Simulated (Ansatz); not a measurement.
Ansatz (an electronic-structure program) input (PBE-QIDH/def2-TZVPD):

Ansatz 0.2 input:
```yaml
crystal:
  periodic: [false, false, false]
  atoms:
    - {symbol: Ti, position_ang: [-0.00000000, -0.00000000, -0.37574729]}
    - {symbol: N, position_ang: [0.00000000, 0.00000000, 1.18092005]}
basis:
  gaussian:
    orbitals: def2-TZVPD
hamiltonian:
  xc: {name: PBE-QIDH}
magnetization: {spin_polarized: true, initial_magnetization: 1}
correlation: {electrons: outside_noble_gas}
```

Output:

```
Functional definition: PBE-QIDH
integrals: 0.04 GiB planned
666 factors; integrals over basis functions are off by at most 1.1e-3 eV
mean field: 0.33 GiB planned
mean field evaluation 1: about -24568.9594 eV, gradient 6.1e1 eV
mean field evaluation 2: about -24569.0031 eV, gradient 6.1e1 eV
mean field evaluation 4: about -24582.6346 eV, gradient 2.5e1 eV
mean field evaluation 8: about -24585.3206 eV, gradient 5.6e-1 eV
mean field evaluation 16: about -24585.3558 eV, gradient 1.6e-1 eV
mean field evaluation 32: about -24585.3651 eV, gradient 2.0e-4 eV
mean field evaluation 64: about -24585.3225 eV, gradient 2.9e0 eV
mean field -24585.36505471 eV, -903.4955012015 hartree, gradient 7.2e-6 eV, S^2 0.849462; 6 other end points of the search recorded, 0 dependent functions left out
10 core orbitals not correlated
reference -24585.36506815 eV, -903.4955016956 hartree; 5, 4 occupied and 70, 71 virtual orbitals, 666 factors
second order -12.43705435 eV of doubles, -0.00000000 eV of singles
Total energy: -24589.51075293 eV, -903.6478528013 hartree
```

The spin state was set by rule; other spins were not relaxed.
